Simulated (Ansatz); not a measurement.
Two structures of AlBH₄OF₂, closed shell, reached by relaxing down either side of one saddle point (PBE0-D4/def2-TZVP). Energies are electronic, without zero-point energy. Ansatz 0.2.0; basis: def2-TZVPP and def2-QZVPP; cores frozen in the correlated methods. Extrapolation: Hartree–Fock as exp(−7.88 √X), correlation as X^−2.97. First:

```csv
atom,x (Å),y (Å),z (Å)
Al1,-1.2657,-0.2530,-0.1691
O2,0.4340,-0.9250,0.1392
H3,-1.6316,-0.2845,-1.7014
H4,-2.2309,-0.4313,1.0586
B5,0.9139,0.5194,0.2795
H6,-0.2537,1.1670,0.1433
F7,1.7191,0.8517,-0.7570
F8,1.3727,0.7761,1.5169
H9,0.9424,-1.4205,-0.5100
```

Second:

```xyz
9
angstrom
Al -1.5712 0.0141 -0.1486
O 0.4862 -0.2489 -0.3053
H -1.8062 -0.8756 -1.4594
H -1.8184 -0.6563 1.2739
B 1.5553 0.1863 0.4347
H -1.6492 1.5980 -0.2865
F 2.7739 -0.1521 0.0813
F 1.3316 0.9319 1.4793
H 0.6982 -0.7975 -1.0693
```

(1) Which bonds change from the first to the second?

(2) Give the saddle point's structure and its height above each. (To be estimated.)

T1 diagnostic: at most 0.013.

Results:

(1) AlH₃O ([OH][AlH2]) + BHF₂ ([F][BH][F]) → BHOF₂ ([OH][B]([F])[F]) + AlH₃ (still joined by a long Al–O bond); dative contacts that become bonds: Al1–H6, O2–B5; bonds broken: B5–H6; bonds weakened to dative contacts: Al1–O2.

(2) The calculation gives: 10.37 kcal/mol above the first and 1.72 kcal/mol above the second (CCSD(T) at an estimated basis limit (MP2 extrapolated from triple and quadruple zeta, plus CCSD(T) − MP2 in triple zeta)).
| atom | x (Å) | y (Å) | z (Å) |
| --- | --- | --- | --- |
| Al1 | -1.4150 | -0.0199 | -0.1423 |
| O2 | 0.5138 | -0.7978 | 0.0467 |
| H3 | -1.6789 | -0.6960 | -1.5628 |
| H4 | -2.1965 | -0.4970 | 1.1501 |
| B5 | 1.3288 | 0.2798 | 0.3756 |
| H6 | -0.7681 | 1.4552 | -0.1572 |
| F7 | 2.2143 | 0.7151 | -0.4899 |
| F8 | 1.2820 | 0.7405 | 1.5956 |
| H9 | 0.7197 | -1.1801 | -0.8158 |

Ligand swaps between two centres remove the fluorinated layer in thermal atomic layer etching, and scramble precursors in the gas phase.

Labels in which every atom is bracketed show which atoms are joined, not bond orders.

For scale, one of the runs: CCSD(T)/def2-TZVPP, 222 basis functions, launched by `ansatz run in.yaml --threads 4 --pin off --events-out ev --progress --plain --max-ram 9574MiB`. Hardware: 4 CPU threads of an Intel Xeon Platinum 8375C, shared host. Wall time 54 s; peak host memory 3.7 GiB.
